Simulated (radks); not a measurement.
The germanium anion Ge4-, [Kr], held by a Watson sphere: a shell of charge +4 at radius R that stands for the Madelung well of a crystal (potential energy -4/R inside, -4/r outside, in hartree with lengths in bohr). Calculated with a radial shooting solver on a logarithmic mesh with Libxc functionals: scalar-relativistic Kohn-Sham, LDA (Slater exchange, Perdew-Wang correlation), spin-polarised, spherical densities, point nucleus. Response by self-consistent Sternheimer equations with the Hartree and adiabatic LDA kernel, the relativistic mass of each level held fixed and spin-orbit coupling left out. The sphere does not respond.

\begin{tabular}{lrrrrrrr}
R (bohr) & e(3d) (eV) & e(4s) (eV) & e(4p) (eV) & <r> 4p (bohr) & sum of <r^2> (bohr^2) & X-ray form factor at sin(theta)/lambda = 0.1 1/angstrom & alpha (bohr^3) \\ \hline
2.39 & -28.969 & -15.056 & -7.267 & 2.631 & 69.78 & 31.848 & 44.58 \\
2.66 & -28.064 & -14.003 & -6.727 & 2.779 & 76.06 & 31.591 & 55.16 \\
2.67 & -28.038 & -13.967 & -6.708 & 2.785 & 76.30 & 31.582 & 55.60 \\
2.75 & -27.843 & -13.684 & -6.552 & 2.829 & 78.25 & 31.507 & 59.25 \\
3.57 & -26.818 & -11.450 & -5.145 & 3.293 & 100.0 & 30.791 & 112.9 \\
3.87 & -26.667 & -10.888 & -4.726 & 3.466 & 108.8 & 30.562 & 141.9 \\
4.58 & -26.487 & -9.965 & -3.929 & 3.883 & 131.7 & 30.102 & 236.8 \\
4.88 & -26.455 & -9.709 & -3.663 & 4.062 & 142.3 & 29.944 & 289.5 \\
\end{tabular}
